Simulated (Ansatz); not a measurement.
`[OH][GaH][SiH2][SeH]` → Ga• + 5 H• + O• + Se• + Si•  (atomization)

Program: Ansatz. Geometries: PBE0-D4/def2-TZVP. ΔE: electronic, gas phase. CCSD(T)/CBS is the MP2 limit (def2-TZVPP, def2-QZVPP) plus CCSD(T) − MP2 in def2-TZVPP, frozen cores. This one scheme is used for every species, atoms too. For atomizations the MP2-based limit and the directly extrapolated one differ by several kJ/mol either way, and by 10 to 25 for some Ge, Se and Sn compounds, so smaller differences from it don't rank the levels. DFT in def2-TZVPP. B3LYP here is the variant with VWN-RPA as its local correlation; programs differ in this. HSE06 is defined as in plane-wave codes. No spin–orbit coupling; open shells (•) take unrestricted orbitals. Spin–orbit coupling would lower the free atoms: a little for O, Si; clearly for Ga, Se. For Ga, Se outer-core shells are correlated without core-valence functions, so the limit isn't a true one: a few kJ/mol of doubt a bond, and 10 to 20 or more in all where bonds break to atoms. Scalar relativity is left out up to krypton. One conformer a species, not always the lowest.

(1) What is ΔE at CCSD(T)/CBS? (Best estimate.)

(2) What do these levels give: B97M-V, ωB97X-V, BLYP, B3LYP, r2SCANh, HSE06, BHLYP, CAM-B3LYP, CCSD/def2-SVP, CCSD(T)/def2-TZVPP, MP2/def2-QZVPP, MP2/CBS(def2)? (Best estimate.)

Largest T1 diagnostic among the species: 0.013.

Results:

(1) The calculation gave: +618.9 kcal/mol.

(2) Computed: B97M-V 615.4, ωB97X-V 617.7, BLYP 593.8, B3LYP 598.7, r2SCANh 610.2, HSE06 601.1, BHLYP 584.4, CAM-B3LYP 605.7, CCSD/def2-SVP 560.7, CCSD(T)/def2-TZVPP 601.3, MP2/def2-QZVPP 616.5, MP2/CBS(def2) 623.8 kcal/mol.

From BLYP to BHLYP (50 % exact exchange), in def2-TZVPP and without D4, ΔE moves by −9.4 kcal/mol: exact exchange takes away binding that semilocal exchange gives to molecules. In def2-TZVPP, CCSD(T) changes the Hartree–Fock value by +172.6 kcal/mol (the triples alone add +9.8 kcal/mol) and MP2 by +177.5 kcal/mol; breaking electron pairs costs correlation energy, which Hartree–Fock lacks.
